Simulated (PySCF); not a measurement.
Which level of theory gave which numbers?

Species: BH₇N₂OSi.
SMILES: `NB(N)O[SiH3]`

The closed-shell ground state was solved 7 times with PySCF (density fitting, gas phase), always in the pcSseg-2 basis (285 functions), with these functionals: B3LYP, B97-2, BHandHLYP, BP86, HF, mPW1PW91 and wB97X-D. Isolated species at its PBE0-D3(BJ)/def2-SVP geometry (one conformer only).

```json
{"row": "P", "total energy (Eh)": "-503.5912", "HOMO (eV)": "-5.70", "LUMO (eV)": "-0.61", "dipole (D)": "1.58"}
{"row": "Q", "total energy (Eh)": "-503.4981", "HOMO (eV)": "-6.72", "LUMO (eV)": "0.18", "dipole (D)": "1.54"}
{"row": "R", "total energy (Eh)": "-503.6031", "HOMO (eV)": "-6.76", "LUMO (eV)": "-0.13", "dipole (D)": "1.55"}
{"row": "S", "total energy (Eh)": "-501.7425", "HOMO (eV)": "-10.48", "LUMO (eV)": "2.55", "dipole (D)": "1.51"}
{"row": "T", "total energy (Eh)": "-503.4567", "HOMO (eV)": "-8.34", "LUMO (eV)": "0.78", "dipole (D)": "1.52"}
{"row": "U", "total energy (Eh)": "-503.4953", "HOMO (eV)": "-8.92", "LUMO (eV)": "1.85", "dipole (D)": "1.54"}
{"row": "V", "total energy (Eh)": "-503.5202", "HOMO (eV)": "-7.03", "LUMO (eV)": "0.14", "dipole (D)": "1.55"}
```

**Question.** Which functional belongs to which row?

**Answer.** P = BP86, Q = B97-2, R = B3LYP, S = HF, T = BHandHLYP, U = wB97X-D, V = mPW1PW91. By rising HOMO–LUMO gap: BP86 (GGA) 5.09 eV; B3LYP (global hybrid, 20 % exact exchange) 6.63 eV; B97-2 (global hybrid, 21 % exact exchange) 6.90 eV; mPW1PW91 (global hybrid, 25 % exact exchange) 7.17 eV; BHandHLYP (global hybrid, 50 % exact exchange) 9.12 eV; wB97X-D (range-separated hybrid) 10.77 eV; HF (all exact exchange) 13.03 eV. Total energies of different functionals aren't bounds to one another; each is stationary for its own functional.

Conformer computed: `[NH2:1][B:2]([NH2:3])[O:4][SiH3:5]`: N1–B2–O4–Si5 -172°, H–N1–B2–N3 180°, H–N1–B2–N3 4°, H–N3–B2–N1 -2°, H–N3–B2–N1 -176°.

The pairwise dispersion term of wB97X-D wasn't added to the energies; at a given geometry it leaves orbitals and properties as they are.
